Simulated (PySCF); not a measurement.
Molecule: `[BH2-]([NH2+]C)C#N`, C2H7BN2.

Molfile (atoms numbered from 1):
```
C2H7BN2
     RDKit          3D

 12 11  0  0  0  0  0  0  0  0999 V2000
   -1.2757   -0.5881   -0.3097 C   0  0  0  0  0  0  0  0  0  0  0  0
   -0.4194    0.0994    0.6695 N   0  0  0  0  0  0  0  0  0  0  0  0
    0.8850    0.8390    0.0538 B   0  0  0  0  0  0  0  0  0  0  0  0
    1.7529   -0.3020   -0.6024 C   0  0  0  0  0  0  0  0  0  0  0  0
    2.3371   -1.1892   -1.0717 N   0  0  0  0  0  0  0  0  0  0  0  0
   -1.6349    0.1491   -1.0382 H   0  0  0  0  0  0  0  0  0  0  0  0
   -0.6670   -1.3312   -0.8407 H   0  0  0  0  0  0  0  0  0  0  0  0
   -2.1282   -1.0802    0.1792 H   0  0  0  0  0  0  0  0  0  0  0  0
   -0.1004   -0.5641    1.3793 H   0  0  0  0  0  0  0  0  0  0  0  0
   -0.9533    0.8111    1.1711 H   0  0  0  0  0  0  0  0  0  0  0  0
    1.4526    1.3726    0.9922 H   0  0  0  0  0  0  0  0  0  0  0  0
    0.4748    1.6400   -0.7699 H   0  0  0  0  0  0  0  0  0  0  0  0
  1  2  1  0
  2  3  1  0
  3  4  1  0
  4  5  3  0
  1  6  1  0
  1  7  1  0
  1  8  1  0
  2  9  1  0
  2 10  1  0
  3 11  1  0
  3 12  1  0
M  CHG  2   2   1   3  -1
M  END
```

Geometry PBE0-D3(BJ)/def2-SVP throughout; GIAO in PySCF, gas phase, one conformer, non-relativistic; equivalent atoms averaged; basis pcSseg-2.

For orientation, KT3 gives these absolute shieldings σ: C4 54.7, C1 146.8, N5 -53.0, N2 206.2, B3 123.3, H6/H7/H8 28.64, H9/H10 28.50, H11/H12 29.12 ppm.

A run gave: C4 42.7, C1 154.3, N5 -72.0, N2 225.1, B3 126.9, H6/H7/H8 28.63, H9/H10 28.71, H11/H12 29.21 ppm (absolute shieldings σ).

Which functional was used in that run?
A. LC-wPBE
B. wB97X-D
C. PBE
D. LDA

## Answers

A. C1 tells them apart best: LC-wPBE gives 154.3, PBE gives 144.8, LDA gives 146.2, wB97X-D gives 150.0 ppm.
